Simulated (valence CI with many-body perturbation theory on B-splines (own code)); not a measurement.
Ni5+: electric-dipole lines

Computed by relativistic CI+MBPT: five valence electrons over a frozen Dirac-Fock core [Ar], a basis of 7 s, 7 p, 8 d, 6 f, 4 g, 1 h functions for each j, with the one-electron correlation potential Σ1, the two-electron term Σ2, the three-electron term Σ3, Breit, model QED; selected CI, second order for the rest, scaled by the run's own slope (own B-spline code, finite nucleus).

Set against measurement, 54 paired levels are off by 4620 cm⁻¹ on average, the worst by 8907. These come from a selection out of Corliss and Sugar, J. Phys. Chem. Ref. Data 10, 197 (1981). Levels without a partner in it may be off by more, other configurations by 1,000 to 8,000 cm⁻¹. Among the levels kept, up to 1300 cm⁻¹ of a level comes from second order outside the variational space, and about a tenth of that is noise between levels of different J, which matters for small intervals. The list stops below the first excitations out of the core.

Lines 1 to 50 of 183 in falling wavelength, among levels below 375600 cm⁻¹, chosen from the strongest by gf and those to the six lowest levels. Wavelengths and rates use the calculated energies, so an error of 5000 cm⁻¹ moves a line at 22830 Å by 110 % and its rate by three times that or more. Electric multipoles are in the length gauge, E1 and E2 with the static RPA response of the core. Weak lines are less certain than strong ones. Lines between different terms over intervals too small for the method are left out, as are lines whose strength nearly cancels. The highest levels of a list are the least certain.

Letters in brackets count levels of one name in rising energy.

```
λ vac (Å)          Upper             Lower   A (s⁻¹)  log gf  Branch %
    22830  3d⁴4p ⁶F°_1/2  3d⁴4s ⁴F_3/2 [b]  8.95e-04   -9.85       0.0
    21930  3d⁴4p ⁶F°_5/2  3d⁴4s ⁴P_3/2 [b]  1.06e+00   -6.34       0.0
    21270  3d⁴4p ⁶F°_3/2  3d⁴4s ⁴F_5/2 [b]  8.04e-03   -8.66       0.0
    20950  3d⁴4p ⁶F°_3/2  3d⁴4s ⁴F_3/2 [b]  9.27e-03   -8.61       0.0
    18690  3d⁴4p ⁶F°_5/2  3d⁴4s ⁴F_5/2 [b]  1.23e-02   -8.41       0.0
    18630  3d⁴4p ⁶F°_5/2  3d⁴4s ⁴F_7/2 [b]  4.44e-02   -7.86       0.0
    18580  3d⁴4p ⁶F°_3/2  3d⁴4s ⁴P_5/2 [b]  1.61e-01   -7.48       0.0
    18440  3d⁴4p ⁶F°_5/2  3d⁴4s ⁴F_3/2 [b]  7.53e-02   -7.64       0.0
    16580  3d⁴4p ⁶F°_5/2  3d⁴4s ⁴P_5/2 [b]  9.22e-01   -6.64       0.0
    15970  3d⁴4p ⁶F°_7/2  3d⁴4s ⁴F_5/2 [b]  2.36e-01   -7.14       0.0
    15930  3d⁴4p ⁶F°_7/2  3d⁴4s ⁴F_7/2 [b]  2.17e-02   -8.18       0.0
    15360  3d⁴4p ⁶F°_7/2  3d⁴4s ⁴F_9/2 [b]  8.32e-02   -7.63       0.0
    14400  3d⁴4p ⁶F°_7/2  3d⁴4s ⁴P_5/2 [b]  2.63e+00   -6.19       0.0
     6807  3d⁴4p ⁶F°_3/2  3d⁴4s ²F_5/2 [b]  2.38e-01   -8.18       0.0
     6518  3d⁴4p ⁶F°_5/2  3d⁴4s ²F_5/2 [b]  5.64e-05  -11.67       0.0
     6516  3d⁴4p ⁶F°_5/2  3d⁴4s ²F_7/2 [b]  2.69e-01   -7.99       0.0
     6153  3d⁴4p ⁶F°_7/2  3d⁴4s ²F_5/2 [b]  1.28e-02   -9.24       0.0
     6151  3d⁴4p ⁶F°_7/2  3d⁴4s ²F_7/2 [b]  5.46e-02   -8.61       0.0
     4627  3d⁴4p ⁶F°_1/2  3d⁴4s ²D_3/2 [b]  3.84e-01   -8.61       0.0
     4545  3d⁴4p ⁶F°_3/2  3d⁴4s ²D_3/2 [b]  1.04e-01   -8.89       0.0
     4523  3d⁴4p ⁶F°_3/2  3d⁴4s ²D_5/2 [b]  3.15e-02   -9.41       0.0
     4414  3d⁴4p ⁶F°_5/2  3d⁴4s ²D_3/2 [b]  1.22e-01   -8.67       0.0
     4393  3d⁴4p ⁶F°_5/2  3d⁴4s ²D_5/2 [b]  1.34e-01   -8.63       0.0
     4224  3d⁴4p ⁶F°_7/2  3d⁴4s ²D_5/2 [b]  6.74e-02   -8.84       0.0
     3533  3d⁴4p ⁶F°_1/2      3d⁴4s ²S_1/2  4.65e+00   -7.76       0.0
     3485  3d⁴4p ⁶F°_3/2      3d⁴4s ²S_1/2  2.73e+00   -7.70       0.0
     3448  3d⁴4p ⁶F°_1/2  3d⁴4s ²D_3/2 [a]  4.87e-01   -8.76       0.0
     3402  3d⁴4p ⁶F°_3/2  3d⁴4s ²D_3/2 [a]  7.76e-01   -8.27       0.0
     3328  3d⁴4p ⁶F°_5/2  3d⁴4s ²D_3/2 [a]  3.10e-04  -11.51       0.0
     3297  3d⁴4p ⁶F°_5/2  3d⁴4s ²D_5/2 [a]  1.51e+00   -7.83       0.0
     3201  3d⁴4p ⁶F°_7/2  3d⁴4s ²D_5/2 [a]  2.76e-02   -9.47       0.0
     2910  3d⁴4p ⁶F°_5/2  3d⁴4s ²G_7/2 [b]  2.94e+01   -6.65       0.0
     2835  3d⁴4p ⁶F°_7/2  3d⁴4s ²G_7/2 [b]  7.78e-01   -8.12       0.0
     2823  3d⁴4p ⁶F°_7/2  3d⁴4s ²G_9/2 [b]  6.24e+01   -6.22       0.0
     2820  3d⁴4p ⁶F°_1/2  3d⁴4s ⁴D_1/2 [b]  2.61e+03   -5.21       0.0
     2807  3d⁴4p ⁶F°_1/2  3d⁴4s ⁴D_3/2 [b]  2.66e+03   -5.20       0.0
     2789  3d⁴4p ⁶F°_3/2  3d⁴4s ⁴D_1/2 [b]  1.34e+02   -6.20       0.0
     2776  3d⁴4p ⁶F°_3/2  3d⁴4s ⁴D_3/2 [b]  3.18e+03   -4.83       0.0
     2758  3d⁴4p ⁶F°_3/2  3d⁴4s ⁴D_5/2 [b]  1.92e+03   -5.06       0.0
     2727  3d⁴4p ⁶F°_5/2  3d⁴4s ⁴D_3/2 [b]  9.42e+01   -6.20       0.0
     2709  3d⁴4p ⁶F°_5/2  3d⁴4s ⁴D_5/2 [b]  4.53e+03   -4.52       0.0
     2694  3d⁴4p ⁶F°_5/2  3d⁴4s ⁴D_7/2 [b]  8.62e+02   -5.25       0.0
     2644  3d⁴4p ⁶F°_7/2  3d⁴4s ⁴D_5/2 [b]  1.70e+03   -4.85       0.0
     2630  3d⁴4p ⁶F°_7/2  3d⁴4s ⁴D_7/2 [b]  3.95e+03   -4.48       0.0
     2555  3d⁴4p ⁶F°_5/2  3d⁴4s ²G_7/2 [a]  1.99e+01   -6.93       0.0
     2542  3d⁴4p ⁶F°_7/2  3d⁴4s ²G_9/2 [a]  5.86e+01   -6.34       0.0
     2497  3d⁴4p ⁶F°_7/2  3d⁴4s ²G_7/2 [a]  8.32e+00   -7.21       0.0
     2440  3d⁴4p ⁶F°_1/2  3d⁴4s ²P_3/2 [a]  1.57e+02   -6.55       0.0
     2416  3d⁴4p ⁶F°_3/2  3d⁴4s ²P_3/2 [a]  2.36e+02   -6.08       0.0
     2402  3d⁴4p ⁶F°_3/2  3d⁴4s ²F_5/2 [a]  1.49e+02   -6.29       0.0
```
